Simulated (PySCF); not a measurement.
PySCF input file for BH5N2, SMILES B(N)N, B3LYP-D3(BJ)/def2-TZVP. Geometry optimised at B3LYP-D3(BJ)/def2-TZVP. One conformer was computed; it need not be the lowest.

```python
import numpy as np
from pyscf import gto, scf, dft, df
from pyscf.hessian import thermo

mol = gto.M(
    atom='''
    B     0.00000000    0.00000000   -0.49896066
    H     0.00000000    0.00000000   -1.69435629
    N     0.00000000   -1.24004033    0.17625066
    H     0.00000000   -2.11430970   -0.31616490
    H     0.00000000   -1.34289653    1.17699010
    N     0.00000000    1.24004033    0.17625066
    H     0.00000000    1.34289653    1.17699010
    H     0.00000000    2.11430969   -0.31616490
    ''',
    basis='def2-TZVP',
    charge=0,
    spin=0,
    max_memory=1600,
    verbose=3,
)
mf = dft.RKS(mol, xc='b3lyp').density_fit(auxbasis='def2-universal-jkfit')
mf.disp = 'd3bj'
mf.grids.level = 3
mf.conv_tol = 1e-11
mf.max_cycle = 100
mf.kernel()

# [left out here: the lines that compute and print the analytic Hessian (its translational invariance restored by hand, since the grid's response is missing), thermochemistry and intensities]
```

It prints:

```
converged SCF energy = -137.520190135071

WARN: DFTD3 does not support analytical Hessian, using finite difference


WARN: Mole.unit (angstrom) is changed to Bohr

Mode                                 0                   1                   2
Irrep
Freq [cm^-1]                      362.2652            401.6580            405.8763
Reduced mass [au]                   1.2768              1.9903              1.1875
Force const [Dyne/A]                0.0987              0.1892              0.1153
Char temp [K]                     521.2190            577.8965            583.9656
Normal mode                   x     y     z       x     y     z       x     y     z
       0   B                -0.00  0.00 -0.00   -0.00 -0.00 -0.14   -0.02  0.00  0.00
       1   H                -0.00  0.00 -0.00   -0.00  0.00 -0.13   -0.07  0.00  0.00
       2   N                -0.09  0.00  0.00    0.00  0.10  0.03    0.08 -0.00 -0.00
       3   H                 0.51 -0.00  0.00   -0.00 -0.03  0.27   -0.51  0.00 -0.00
       4   H                 0.35  0.00  0.00   -0.00  0.38  0.06   -0.39 -0.00 -0.00
       5   N                 0.09 -0.00  0.00    0.00 -0.10  0.03    0.08  0.00 -0.00
       6   H                -0.35 -0.00  0.00   -0.00 -0.38  0.06   -0.39  0.00 -0.00
       7   H                -0.51  0.00  0.00   -0.00  0.03  0.27   -0.51 -0.00 -0.00
Mode                                 3                   4                   5
Irrep
Freq [cm^-1]                      459.8211            605.1683            828.2109
Reduced mass [au]                   1.0081              1.4464              1.1239
Force const [Dyne/A]                0.1256              0.3121              0.4542
Char temp [K]                     661.5801            870.7024           1191.6111
Normal mode                   x     y     z       x     y     z       x     y     z
       0   B                -0.00 -0.00 -0.00   -0.15  0.00 -0.00   -0.00 -0.01 -0.00
       1   H                 0.00  0.00 -0.00   -0.05  0.00 -0.00    0.00  0.36 -0.00
       2   N                -0.00  0.00 -0.00    0.06  0.00  0.00   -0.00 -0.02 -0.06
       3   H                 0.39 -0.00  0.00    0.44 -0.00  0.00   -0.00 -0.24  0.34
       4   H                -0.59  0.00 -0.00   -0.37  0.00  0.00    0.00  0.45 -0.01
       5   N                 0.00 -0.00  0.00    0.06 -0.00 -0.00    0.00 -0.02  0.06
       6   H                 0.59  0.00  0.00   -0.37 -0.00 -0.00   -0.00  0.45  0.01
       7   H                -0.39 -0.00 -0.00    0.44  0.00  0.00   -0.00 -0.24 -0.34
Mode                                 6                   7                   8
Irrep
Freq [cm^-1]                      928.1937            931.4878           1096.3980
Reduced mass [au]                   2.0102              1.2936              1.2444
Force const [Dyne/A]                1.0204              0.6613              0.8813
Char temp [K]                    1335.4641           1340.2035           1577.4727
Normal mode                   x     y     z       x     y     z       x     y     z
       0   B                -0.00  0.00  0.04   -0.15  0.00 -0.00    0.00  0.05 -0.00
       1   H                 0.00  0.00  0.04    0.81  0.00 -0.00   -0.00  0.84 -0.00
       2   N                 0.00  0.14  0.01    0.02 -0.00  0.00   -0.00 -0.04  0.07
       3   H                -0.00  0.32 -0.31   -0.11 -0.00  0.00    0.00  0.01 -0.03
       4   H                 0.00 -0.18 -0.03    0.18  0.00  0.00   -0.00 -0.19  0.05
       5   N                 0.00 -0.14  0.01    0.02  0.00 -0.00   -0.00 -0.04 -0.07
       6   H                 0.00  0.18 -0.03    0.18 -0.00  0.00   -0.00 -0.19 -0.05
       7   H                -0.00 -0.32 -0.31   -0.11  0.00  0.00    0.00  0.01  0.03
Mode                                 9                  10                  11
Irrep
Freq [cm^-1]                     1197.3927           1430.2922           1640.2428
Reduced mass [au]                   2.7065              2.7536              1.3186
Force const [Dyne/A]                2.2863              3.3190              2.0901
Char temp [K]                    1722.7815           2057.8721           2359.9443
Normal mode                   x     y     z       x     y     z       x     y     z
       0   B                -0.00 -0.00 -0.20   -0.00 -0.24  0.00    0.00  0.08 -0.00
       1   H                -0.00 -0.00 -0.22    0.00  0.30 -0.00   -0.00 -0.07 -0.00
       2   N                 0.00 -0.04  0.09    0.00  0.06 -0.01   -0.00 -0.07  0.03
       3   H                 0.00  0.06 -0.10    0.00  0.19 -0.23   -0.00  0.17 -0.38
       4   H                -0.00 -0.34  0.05   -0.00  0.14 -0.01    0.00  0.43  0.08
       5   N                 0.00  0.04  0.09    0.00  0.06  0.01   -0.00 -0.07 -0.03
       6   H                -0.00  0.34  0.05   -0.00  0.14  0.01    0.00  0.43 -0.08
       7   H                 0.00 -0.06 -0.10    0.00  0.19  0.23   -0.00  0.17  0.38
Mode                                12                  13                  14
Irrep
Freq [cm^-1]                     1642.2603           2600.0718           3598.0893
Reduced mass [au]                   1.1481              1.0997              1.0505
Force const [Dyne/A]                1.8244              4.3801              8.0132
Char temp [K]                    2362.8470           3740.9244           5176.8494
Normal mode                   x     y     z       x     y     z       x     y     z
       0   B                -0.00 -0.00 -0.02   -0.00 -0.00 -0.09   -0.00 -0.00 -0.00
       1   H                 0.00  0.00 -0.04    0.00  0.00  0.95   -0.00  0.00 -0.00
       2   N                -0.00 -0.06  0.03    0.00 -0.00  0.00    0.00  0.03 -0.03
       3   H                 0.00  0.21 -0.42    0.00  0.00 -0.01   -0.00 -0.32 -0.20
       4   H                 0.00  0.45  0.08    0.00  0.00 -0.00   -0.00 -0.05  0.57
       5   N                 0.00  0.06  0.03    0.00  0.00  0.00   -0.00  0.03  0.03
       6   H                -0.00 -0.45  0.08    0.00 -0.00 -0.00    0.00 -0.05 -0.58
       7   H                -0.00 -0.21 -0.42    0.00 -0.00 -0.01    0.00 -0.32  0.20
Mode                                15                  16                  17
Irrep
Freq [cm^-1]                     3598.8245           3696.9585           3698.0490
Reduced mass [au]                   1.0516              1.0959              1.0961
Force const [Dyne/A]                8.0243              8.8246              8.8320
Char temp [K]                    5177.9072           5319.1001           5320.6691
Normal mode                   x     y     z       x     y     z       x     y     z
       0   B                 0.00 -0.00  0.00   -0.00 -0.00 -0.00   -0.00 -0.00  0.00
       1   H                -0.00  0.00  0.00   -0.00  0.00  0.01   -0.00  0.00 -0.00
       2   N                 0.00  0.03 -0.03   -0.00 -0.03 -0.04   -0.00 -0.03 -0.04
       3   H                -0.00 -0.32 -0.19    0.00  0.50  0.28    0.00  0.49  0.27
       4   H                -0.00 -0.05  0.58   -0.00 -0.04  0.36   -0.00 -0.04  0.36
       5   N                -0.00 -0.03 -0.03    0.00  0.03 -0.04    0.00 -0.03  0.05
       6   H                -0.00  0.05  0.58   -0.00  0.04  0.35    0.00 -0.04 -0.36
       7   H                -0.00  0.32 -0.19    0.00 -0.50  0.28   -0.00  0.50 -0.28
temperature 298.1500 [K]
pressure 101325.00 [Pa]
Rotational constants [GHz] 53.50515 9.06918 7.75475
Symmetry number 2
Zero-point energy (ZPE) 0.06634 [Eh]   174183.819 [J/mol]
                           tot       elec      trans        rot        vib
Entropy [J/mol/K]       262.096      0.000    155.902     86.173     20.021
Cv [J/mol/K]             62.755      0.000     12.472     12.472     37.812
Cp [J/mol/K]             71.070      0.000     20.786     12.472     37.812
Internal energy [J/mol]                      3718.434   3718.434 178367.309
Internal energy [Eh]   -137.44942  -137.52019
Enthalpy [J/mol]                             6197.391   3718.434 178367.309
Enthalpy [Eh]          -137.44848
Gibbs free energy [J/mol]                  -40284.926 -21973.958 172398.137
Gibbs free energy [Eh] -137.47824
mode   freq/cm-1   IR/(km/mol)
   1      362.27         0.000
   2      401.66         0.529
   3      405.88       391.820
   4      459.82         0.000
   5      605.17         7.159
   6      828.21         0.154
   7      928.19         2.678
   8      931.49        10.506
   9     1096.40         2.087
  10     1197.39        36.621
  11     1430.29       214.354
  12     1640.24       244.987
  13     1642.26        27.189
  14     2600.07       149.263
  15     3598.09        36.248
  16     3598.82         3.403
  17     3696.96        20.550
  18     3698.05        28.713
max |gradient| / (hartree/bohr): 3.527191877478068e-05
APT charges: [ 0.9083 -0.1887 -0.726   0.1956  0.1706 -0.726   0.1706  0.1955]
```

The calculation finished and met its thresholds.

Cost: about 90 core-seconds (a rough figure).
